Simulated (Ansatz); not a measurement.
Energy needed to pull apart H2TeSe (SMILES [SeH][TeH]), singlet, into free ground-state atoms, from the structure below (displaced at random from a GFN2-xTB minimum); no zero-point or spin–orbit terms; open-shell atoms are treated unrestricted, in their ground-state multiplicity.

```
4
angstrom
Se 0.4091 -1.1672 0.4013
Te 0.5286 1.2959 -0.1057
H -1.0484 -1.4024 1.0764
H -0.2076 1.3084 -1.4343
```

Ansatz 0.2.0; basis: def2-TZVPP; cores frozen in the correlated methods. Filled d shells of the heavier atoms are correlated. Core potentials replace the inner electrons of the atoms past krypton. The def2 sets are not built for correlating such inner shells, so the correlated values are less sure here.

```tsv
method	atomization energy (eV)
PBE-D4	?
revPBE-D4	?
r2SCAN-D4	8.31
B97M-V	8.32
PBE0-D4	8.23
wB97M-V	8.12
HF	4.70
MP2	7.90
CCSD	7.77
CCSD(T)	8.01
```

(1) What does revPBE-D4 give? (An estimate is asked for; the value comes from the calculation.)

(2) What does PBE-D4 give? (To be estimated.)

The T1 diagnostic stays at or below 0.010.

## Answers

(1) By the calculation: 8.25 eV, which is about 0.25 eV more than CCSD(T)/def2-TZVPP.

(2) The calculation gives: 8.54 eV, which is about 0.53 eV more than CCSD(T)/def2-TZVPP.

In triple zeta the MP2 and coupled-cluster atomization energies are still short of their basis limit by a few kcal/mol a bond, whereas those of the functionals are nearly converged, so these differences are not deviations from converged CCSD(T).

For scale, one of the runs: CCSD(T)/def2-TZVPP forces, 126 basis functions (an equivalent command: `ansatz run in.yaml --threads 4`). Hardware: 4 CPU threads, shared host. Wall time 68 s; peak host memory 1.1 GiB.
